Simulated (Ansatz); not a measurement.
CH₇FN₂Si, SMILES `C[Si](N)(N)F`. The species carries charge 0 and has multiplicity 1.

```xyz
12

C     0.881   -1.039   -0.825
Si    0.163    0.304    0.235
N    -0.762    1.526   -0.508
N    -0.829   -0.420    1.410
F     1.430    1.108    0.816
H     1.562   -0.615   -1.566
H     0.096   -1.584   -1.356
H     1.450   -1.758   -0.228
H    -0.326    2.321   -0.943
H    -1.679    1.343   -0.877
H    -1.365    0.141    2.051
H    -0.620   -1.328    1.789
```

Give the diagnostics of a CCSD(T)/def2-TZVPP run (frozen core, Ansatz 0.2.0). (Best estimate.)

Computed: T1 = 0.0100, largest single amplitude 0.011, largest double 0.016, (T) share of the correlation energy 3.4 %, 9 CCSD cycles. The RHF solution is stable towards an unrestricted one. T1 lies under the customary mark of 0.02 for closed shells.
